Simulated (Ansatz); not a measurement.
One arrangement of a pair

The pair of Cu⁺ (SMILES [Cu+], atom 1) and CH$_{5}$N (SMILES CN, atoms 2–8), both closed shells, in one local arrangement (a lower one may exist), relaxed at PBE0-D4/def2-TZVP:

```
8
angstrom
Cu 0.4381 -0.0532 -2.2233
C -0.2174 0.5239 0.5639
N 0.1877 -0.5647 -0.3654
H 0.5421 1.3033 0.5629
H -0.3320 0.1376 1.5773
H -1.1637 0.9486 0.2348
H -0.5050 -1.3097 -0.3245
H 1.0501 -0.9859 -0.0258
```

Computed with Ansatz 0.2.0 (basis: def2-TZVPPD, with def2-QZVPPD for the basis limit); correlated methods freeze the cores. The 3s and 3p shells of Cu and Zn are frozen; filled d shells are correlated. B3LYP uses VWN-RPA correlation. Extrapolation: Hartree–Fock as exp(−7.88 √X), correlation as X^−2.97. Interaction energies count from these two fragments, frozen as in the pair, with the counterpoise correction; negative means bound.

Q: What is the interaction energy by CCSD(T) at an estimated basis limit (MP2 extrapolated from triple and quadruple zeta, plus CCSD(T) − MP2 in triple zeta)? (An estimate is asked for; the value comes from the calculation.)

A: Computed: -59.94 kcal/mol. Hartree–Fock alone gives -42.37 kcal/mol at the basis limit. It counts from the two fragments frozen as in the pair.

The same quantity by other methods in triple zeta, and each one's difference from that estimate:
```tsv
method	E_int (kcal/mol)	difference
PBE-D4	-70.86	-10.92
revPBE-D4	-66.76	-6.82
BLYP-D4	-70.11	-10.17
r2SCAN-D4	-70.25	-10.31
B97M-V	-67.97	-8.03
PBE0-D4	-63.74	-3.80
B3LYP-D4	-64.93	-5.00
HSE06-D4	-63.57	-3.63
wB97X-V	-61.67	-1.73
wB97M-V	-61.15	-1.22
B2PLYP	-61.75	-1.81
HF	-42.31	17.63
MP2	-58.91	1.03
CCSD	-54.32	5.62
CCSD(T)	-56.38	3.56
```
Differences are method less estimate.

Q: Which atoms make the shortest contact between the fragments?

A: Cu1 and N3, 1.94 Å apart.

Energy to bend the free fragments (PBE0-D4 minima) into their shapes in the pair, CCSD(T)/def2-TZVPPD: CH$_{5}$N 0.38 kcal/mol. This must be added to the interaction energy to get the binding energy from relaxed fragments.

Basis-set superposition shift (counterpoise-corrected less uncorrected): CCSD(T) 1.97; MP2 1.81; HF 0.47; PBE0-D4 0.53; wB97M-V 0.50 kcal/mol.

T1 diagnostic: at most 0.022.

For scale, one of the runs: CCSD(T)/def2-TZVPPD, 226 basis functions, launched by `ansatz run in.yaml --threads 4 --pin off --events-out ev --progress --plain --max-ram 9574MiB`. The run took 20 s on 4 CPU threads of an Intel Xeon 6975P-C (shared host), with 3.9 GiB of host memory at its peak.
